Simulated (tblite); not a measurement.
Compound: C6H12OSi2.
Cartesian coordinates in Å at the GFN2-xTB level; atoms count from 1:
```xyz
21
C6H12OSi2 angstrom
C      3.2206    1.0782    0.5241
C      1.8914    1.1088    0.4893
C      1.0871   -0.0259    0.1160
C     -0.2655   -0.0670    0.0417
C     -1.2336    1.0365    0.3186
C     -2.5227    0.8117   -0.4737
O     -3.0574   -0.4735   -0.2599
Si    -0.7009   -1.8466   -0.4802
Si     1.6322   -1.7929   -0.3704
H      3.8100    1.9348    0.8059
H      3.7593    0.1811    0.2672
H      1.3729    2.0240    0.7578
H     -0.8245    2.0159    0.0587
H     -1.4698    1.0476    1.3911
H     -2.3129    0.8628   -1.5444
H     -3.2663    1.5826   -0.2254
H     -3.2429   -0.5770    0.6798
H     -1.3611   -2.0090   -1.7749
H     -1.4388   -2.6147    0.5324
H      2.4027   -2.4521    0.6951
H      2.5115   -1.8086   -1.5491
```

All values are computed: GFN2-xTB (tblite) harmonic vibrations without scaling, gas phase. The method is semi-empirical: single wavenumbers can be off by several per cent or more. Modes of hydrogen on silicon can be 10 to 20 % off. One conformer, not necessarily the lowest.

Harmonic wavenumbers (cm⁻¹): 52.4, 87.3, 101.1, 129.3, 165.1, 175.9, 232.3, 270.0, 353.2, 366.9, 379.9, 401.5, 428.5, 450.6, 459.1, 513.2, 532.1, 549.8, 565.8, 587.8, 676.1, 685.1, 753.5, 779.8, 818.1, 870.7, 875.1, 955.0, 979.0, 996.7, 1001.2, 1099.6, 1111.6, 1131.4, 1214.4, 1238.1, 1289.9, 1293.5, 1314.9, 1346.1, 1402.6, 1458.9, 1480.3, 1578.4, 1652.4, 2147.1, 2164.9, 2174.2, 2230.4, 2879.0, 2895.4, 2960.3, 2988.9, 3009.7, 3095.1, 3121.8, 3541.9.

A = 1815, B = 828.0, C = 587.0 MHz; mass 156.043 u (most abundant isotopes); point group C1, symmetry number 1.

Q: Zero-point energy?

A: Half the sum of the wavenumbers: 34006 cm⁻¹ = 97.23 kcal/mol.

Q: Give the ideal-gas entropy at 500 K and 1 bar in the rigid-rotor, harmonic-oscillator model (classical rotation).

A: Translation 43.64, rotation 31.82, vibration 60.63: S = 136.1 cal/(mol K).

Q: And Cp and H(500 K) − H(0)?

A: Cp = 67.86 cal/(mol K), of which vibrations give 59.91 (their classical limit is 57 R = 113.3); H(500 K) − H(0) = 19.94 kcal/mol without the zero-point energy, 15.96 from vibrations.

Q: What must be added to the electronic energy to get the Gibbs energy at 500 K and 1 bar?

A: ZPE + [H(500 K) − H(0)] − T·S = 97.23 + 19.94 − 68.04 = 49.13 kcal/mol.

Q: Which modes carry the vibrational entropy at 500 K?

A: 52.4 cm⁻¹: 5.75; 87.3 cm⁻¹: 4.74; 101.1 cm⁻¹: 4.45; 129.3 cm⁻¹: 3.96; 165.1 cm⁻¹: 3.48; 175.9 cm⁻¹: 3.36 cal/(mol K); the other 51 give 34.88 together.

Q: Blend soft modes into free rotors: weight 1/[1 + (100 cm⁻¹/ν̃)⁴] for the oscillator and the rest for a rotor with moment μB/(μ + B), μ = h/(8π²ν), B = 10⁻⁴⁴ kg m². What vibrational entropy results?

A: 57.34 cal/(mol K) in place of 60.63, which changes −T·S at 500 K by +1.64 kcal/mol.

Hindered rotation and anharmonicity are outside this model. Other conformers, if any are populated, would add a mixing term that is left out. The structure is chiral; the term R ln 2 for an equal mix with its mirror image is left out.

On Arm Neoverse N1, one thread, shared host with 64 logical CPUs at a one-minute load of 60, this took 1.9 s. The figure is for the frequency step alone.
